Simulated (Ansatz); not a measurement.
Nudged elastic band run: C$_{3}$H$_{7}$NO$_{2}$S

input.yaml

```yaml
crystal:
  periodic: [false, false, false]
  atoms:
    - { symbol: C, position_ang: [1.118464, -1.614279, 0.680959] }
    - { symbol: O, position_ang: [0.825656, -0.636559, -0.334706] }
    - { symbol: C, position_ang: [-0.386371, 0.03688, -0.234033] }
    - { symbol: S, position_ang: [-1.8865, -1.117817, -0.340128] }
    - { symbol: "N", position_ang: [-0.393712, 1.209768, -1.107256] }
    - { symbol: C, position_ang: [-0.460643, 2.022699, 0.12648] }
    - { symbol: O, position_ang: [-0.5604, 0.831845, 0.957739] }
    - { symbol: H, position_ang: [0.38995, -2.450506, 0.652637] }
    - { symbol: H, position_ang: [2.13632, -1.986986, 0.463677] }
    - { symbol: H, position_ang: [1.096276, -1.14945, 1.688639] }
    - { symbol: H, position_ang: [-1.454792, -1.746416, -1.472845] }
    - { symbol: H, position_ang: [0.493681, 1.28532, -1.620987] }
    - { symbol: H, position_ang: [-1.374125, 2.651797, 0.212865] }
    - { symbol: H, position_ang: [0.443196, 2.634504, 0.355659] }
basis:
  gaussian: { orbitals: def2-SVP }
hamiltonian:
  xc: blyp
neb:
  order_check: false
  images: 3
  f_tol: 0.03
  max_iterations: 60
  initial_path: idpp
  climbing: true
  final_atoms:
    - { symbol: C, position_ang: [1.10574919, -1.64322836, 0.63006525] }
    - { symbol: O, position_ang: [0.75606509, -0.68863643, -0.38982153] }
    - { symbol: C, position_ang: [-0.40701008, 0.04769571, -0.19530715] }
    - { symbol: S, position_ang: [-1.96235149, -1.03414208, -0.10646309] }
    - { symbol: "N", position_ang: [-0.44878997, 1.18786945, -1.11000859] }
    - { symbol: C, position_ang: [-0.35039924, 2.04597924, 0.09089085] }
    - { symbol: O, position_ang: [-0.42146671, 0.89130635, 0.97485481] }
    - { symbol: H, position_ang: [2.07531177, -2.07761499, 0.32474021] }
    - { symbol: H, position_ang: [1.21232182, -1.14142099, 1.61425351] }
    - { symbol: H, position_ang: [0.33767904, -2.43951708, 0.71211435] }
    - { symbol: H, position_ang: [-1.67706799, -1.71830051, -1.25262655] }
    - { symbol: H, position_ang: [0.3853062, 1.19897775, -1.7106108] }
    - { symbol: H, position_ang: [-1.21874916, 2.72442129, 0.24304497] }
    - { symbol: H, position_ang: [0.60040154, 2.61741067, 0.20357376] }
```

Launched with:

```bash
$ ansatz run input.yaml --threads 2 --pin off --max-ram 3072MiB --backend cpu --events-out ev --progress --plain --runs-dir out
```

Output, in part (warnings, iteration lines, the closing report on the highest movable image, with atoms numbered from 0):

```
NEB end point (image 0): max|allowed force component| = 1.021e-2 eV/Å (the criterion of neb.relax_end_points is 1.000e-2)
NEB end point (image 4): max|allowed force component| = 1.087e-2 eV/Å (the criterion of neb.relax_end_points is 1.000e-2)
NEB iter   1: max|band force component| = 5.523e-1 eV/Å  barrier→ = 0.1233 eV  barrier← = 0.1234 eV  Δτ_max = 0.1004 Å  (152 SCF iters)
NEB iter   2: max|band force component| = 1.493e-1 eV/Å  barrier→ = 0.0742 eV  barrier← = 0.0743 eV  CI = image 2  Δτ_max = 0.0275 Å  (96 SCF iters)
NEB iter   3: max|band force component| = 7.870e-2 eV/Å  barrier→ = 0.0717 eV  barrier← = 0.0717 eV  CI = image 2  Δτ_max = 0.0269 Å  (97 SCF iters)
NEB iter   4: max|band force component| = 3.036e-2 eV/Å  barrier→ = 0.0710 eV  barrier← = 0.0710 eV  CI = image 2  Δτ_max = 0.0334 Å  (97 SCF iters)
NEB iter   5: max|band force component| = 3.073e-2 eV/Å  barrier→ = 0.0708 eV  barrier← = 0.0709 eV  CI = image 2  Δτ_max = 0.0077 Å  (97 SCF iters)
NEB iter   6: max|band force component| = 1.408e-2 eV/Å  barrier→ = 0.0707 eV  barrier← = 0.0707 eV  CI = image 2  Δτ_max = 0.0000 Å  (176 SCF iters)
Total energy: -19629.91323549 eV, -721.3860057712 hartree
Atom 0 at     1.007242    -1.721143     0.626259 Å, force    -0.002013     0.007479    -0.012494 eV/Å
Atom 1 at     0.678752    -0.735557    -0.376559 Å, force    -0.004488    -0.003410     0.007720 eV/Å
Atom 2 at    -0.414819     0.094460    -0.159785 Å, force     0.004940     0.003582    -0.008458 eV/Å
Atom 3 at    -2.030274    -0.859679     0.095187 Å, force    -0.004598    -0.002378     0.004086 eV/Å
Atom 4 at    -0.425661     1.179418    -1.140198 Å, force     0.002805     0.001471     0.004090 eV/Å
Atom 5 at    -0.187289     2.096930    -0.004737 Å, force    -0.003311    -0.003053    -0.000443 eV/Å
Atom 6 at    -0.304711     1.008516     0.953438 Å, force    -0.000788    -0.004033    -0.001109 eV/Å
Atom 7 at     0.982451    -2.730094     0.165689 Å, force     0.001333    -0.000903     0.002650 eV/Å
Atom 8 at     2.032418    -1.515017     0.994917 Å, force     0.001494    -0.001527     0.004079 eV/Å
Atom 9 at     0.295585    -1.694923     1.472527 Å, force     0.000627    -0.001728     0.003361 eV/Å
Atom 10 at    -1.839910    -1.686700    -0.974145 Å, force     0.003492     0.002736    -0.000157 eV/Å
Atom 11 at     0.364301     1.088766    -1.791892 Å, force    -0.001833     0.000847    -0.003160 eV/Å
Atom 12 at    -0.984787     2.857530     0.147198 Å, force     0.001145     0.001661    -0.000299 eV/Å
Atom 13 at     0.813700     2.588293     0.020801 Å, force     0.001195    -0.000744     0.000134 eV/Å
Dipole moment:     0.423536    -0.032641    -0.152227 e Å
```

The run converged. Another band between the same ends (9 images) ends at a top of the same energy, where a vibrational analysis finds 1 clearly imaginary mode. So few images can step over the top or miss a turn of the path.

Final band (atoms are numbered from 1 in the order of the input):

| image | path coordinate (Å) | energy (eV) | dihedral H10–C1–O2–C3 (°) |
| --- | --- | --- | --- |
| 0 | 0.00 | 0.000 | -58 |
| 1 | 0.90 | 0.030 | -33 |
| 2 | 1.80 | 0.071 | 1 |
| 3 | 2.69 | 0.030 | 35 |
| 4 | 3.57 | 0.000 | 63 |

The run took 67 s on 2 threads of Arm Neoverse V2, on a shared host, peak memory 0.19 GiB.
